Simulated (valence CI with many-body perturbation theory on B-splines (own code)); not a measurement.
## Xe XLVIII: key properties

Method: valence CI with perturbative core correlation (CI+MBPT): five valence electrons over a frozen Dirac-Fock core [He], radial functions for each j: 11 s, 11 p, 10 d, 8 f, 5 g, 2 h, with the one-electron correlation potential Σ1, the two-electron term Σ2, the three-electron term Σ3, Breit, model QED; selected CI, second order for the rest, scaled by the run's own slope (own B-spline code, finite nucleus).

No measured spectrum was set against this ion. As an estimate, large intervals hold to a few tenths of a per cent, small ones and those within an open d or f shell to about a per cent. Among the levels kept, up to 7200 cm⁻¹ of a level comes from second order outside the variational space, and about a tenth of that is noise between levels of different J, which matters for small intervals.

Levels are named by their leading jj configuration (3d3/2^4 stands for four electrons in 3d with j = 3/2), which in mixed levels can hold well under half, so a name can repeat and another be missing.

Rates and lifetimes use the calculated energies. Strong lines usually hold to 10 to 20 %, long lifetimes can be off by a factor of two.

Problem. What is the ground level?

Solution. (2s^2 2p1/2^2 2p3/2) J=3/2, composition 46 % 2s2 2p3 2P° + 28 % 2s2 2p3 4S° + 26 % 2s2 2p3 2D°, g = 1.360.

Problem. Where does the other parity begin?

Solution. At (2s 2p1/2^2 2p3/2^2) J=5/2, 540.3 eV.

Problem. How well does LS coupling describe the low levels?

Solution. Among the lowest 20 levels the leading LS term, summed over configurations, holds 62 % on average. For single configurations the figures are 61 % in LS and 99 % in jj coupling. Terms mix most in the J = 3/2 level at 4748.3 eV, where the leading one holds 32 %.

Problem. Name the longest-lived excited levels whose lifetime is computed, and their main decay.

Solution. (2s^2 2p1/2 2p3/2^2) J=5/2 at 342.3 eV lives 17.1 ns, mostly by M1 to (2s^2 2p1/2^2 2p3/2) J=3/2; (2s^2 2p1/2 2p3/2^2) J=1/2 at 373.5 eV lives 4.44 ns, mostly by M1 to (2s^2 2p1/2^2 2p3/2) J=3/2; (2s^2 2p1/2 2p3/2^2) J=3/2 at 322.3 eV lives 2.95 ns, mostly by M1 to (2s^2 2p1/2^2 2p3/2) J=3/2.

Problem. What is the ionisation energy?

Solution. 8381.8 eV; NIST lists 8382 ± 4 eV (theoretical).
